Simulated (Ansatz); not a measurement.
Cost and result up the ladder for `Sc1ccc(-c2ccc(-c3ccc(S)[se]3)[se]2)[se]1` (25 atoms). The state is a singlet with charge 0. Geometry: PBE-D4/def2-SVP.

Ansatz on 2 threads of AMD EPYC 7R13 on a shared host and a share (18 GiB) of an NVIDIA H100 80GB HBM3. Times are rough, and most runs start from the orbitals of an earlier one. ωB97X-V/def2-TZVP serves as the yardstick here, not as an exact answer. Differences are given only for rows in sets of like size (and for xTB, whose basis is part of the method), since another set adds its own error. Binding counts from free atoms at the same level (S triplet, C triplet, Se triplet, H doublet; other spins of the atoms weren't run), without zero-point energy or a counterpoise term.

The 6-31G sets use Cartesian d functions. B3LYP takes the VWN-RPA correlation. Correlated methods freeze 49 core orbitals; core or outer-core shells of Se are correlated, in sets that lack core-valence functions. Single mean-field runs in def2-TZVP are fitted with def2-universal-jkfit.

Run but left out: HF/STO-3G, HF/6-31G (restricted singlet, unstable in another Hartree–Fock run and untested here).

Correlated methods converge slowly with the basis.

```tsv
level	functions	wall time	binding energy per atom (eV)	difference from ωB97X-V/def2-TZVP (eV)	remarks
PBE0-D4/def2-TZVP (with forces)	638	7.5 s	4.80	0.12	–
r2SCAN-D4/def2-TZVP (with forces)	638	8 s	4.76	0.07	–
PBE0-D4/def2-SVP	340	8 s	4.86	–	–
r2SCANh-D4/def2-TZVP	638	8.5 s	4.71	0.02	–
PBE-D4/def2-SVP	340	8.5 s	5.01	–	–
PBE-D4/def2-TZVP	638	8.5 s	4.95	0.26	–
ωB97X-V/def2-TZVP	638	9 s	4.69	0.00	–
B3LYP-D4/6-31G	237	9 s	4.51	–	–
MP2/def2-TZVP	638	12 s	4.73	0.05	restricted SCF unstable
```
